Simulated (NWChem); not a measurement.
Species: KF; SMILES [F][K]

```xyz
2

K      0.0000     0.0000    -0.7269
F      0.0000     0.0000     1.4490
```
Atoms are numbered in this order, from 1.

Geometry: optimised at B3LYP/6-31G* (spherical d).

Q: List the 4 lowest vertical singlet excitations and the 4 lowest triplet ones from PBE/6-31G* (spherical d), TDA (NWChem).

A: 
```csv
state,energy (eV),oscillator strength,leading excitation (squared amplitude)
S1,1.93,0.015,HOMO → LUMO (1.00)
S2,1.93,0.015,HOMO−1 → LUMO (1.00)
S3,2.31,0.071,HOMO−2 → LUMO (0.90)
S4,3.47,0.000,HOMO → LUMO+1 (0.50)
T1,1.76,spin-forbidden,HOMO−2 → LUMO (1.00)
T2,1.86,spin-forbidden,HOMO → LUMO (1.00)
T3,1.86,spin-forbidden,HOMO−1 → LUMO (1.00)
T4,3.34,spin-forbidden,HOMO−1 → LUMO+1 (0.50)
```
